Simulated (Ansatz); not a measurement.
Born–Oppenheimer molecular dynamics of ClF2HSi (5 atoms, charge 0, multiplicity 1). It starts from a relaxed structure.

All numbers below come from RKS PBE/def2-SVP in Ansatz 0.2.0.

* ensemble: NVT, Langevin thermostat
* time step: 4 fs
* steps asked: 40
* set temperature: 400 K
* friction: 0.05 /fs
* seed: 340196

First frame:

```xyz
5
Properties=species:S:1:pos:R:3
Si 0.006 0.030 -0.020
F -0.021 0.014 1.599
H 1.409 0.000 -0.497
Cl -0.995 1.688 -0.682
F -0.775 -1.292 -0.535
```

(1) How far do the bonds stretch over the last three quarters of this one trajectory? (Pairs bonded in most of those frames.)

## Answers

(1) 
| bond | mean (Å) | spread (Å) | shortest | longest |
| --- | --- | --- | --- | --- |
| Si1–F2 | 1.632 | 0.022 | 1.58 | 1.66 |
| Si1–H3 | 1.488 | 0.049 | 1.41 | 1.57 |
| Si1–Cl4 | 2.038 | 0.049 | 1.95 | 2.11 |
| Si1–F5 | 1.615 | 0.028 | 1.57 | 1.68 |

Mean temperature of the second half: 363 K. A step of 4 fs is long for free X–H stretches (periods near 10 fs) and can bias their spread and the temperature. A run of 0.16 ps of so small a system gives no equilibrium averages.

Run time: 26 s on 1 thread of AMD EPYC 9R45 96-Core Processor (Zen 5), on a shared host, peak memory 0.12 GiB.
